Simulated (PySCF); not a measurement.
Computed shifts of a molecule C2H8Ge2, PySCF with PBE/pcSseg-1, GIAO, gas phase, equivalent atoms averaged, in ppm (number of nuclei): ¹³C: 154.6 (2). ¹H: 7.26 (2), 4.55 (6). References: ⁷³Ge against GeH4 (σ = 1614.4 ppm); ¹³C against TMS (σ = 182.0 ppm); ¹H against TMS (σ = 31.49 ppm), references at their B3LYP-D3(BJ)/def2-TZVP geometries, non-relativistic. Geometry optimised at PBE0-D3(BJ)/def2-SVP. One conformer was computed; it need not be the lowest.

Pick the molecule that these values belong to.
A. [CH2]1[GeH2][CH2][GeH2]1
B. C=[CH][GeH2][GeH3]
C. [GeH3]/[CH]=[CH]/[GeH3]
D. [CH2]1[CH2][GeH2][GeH2]1

C, [GeH3]/[CH]=[CH]/[GeH3]
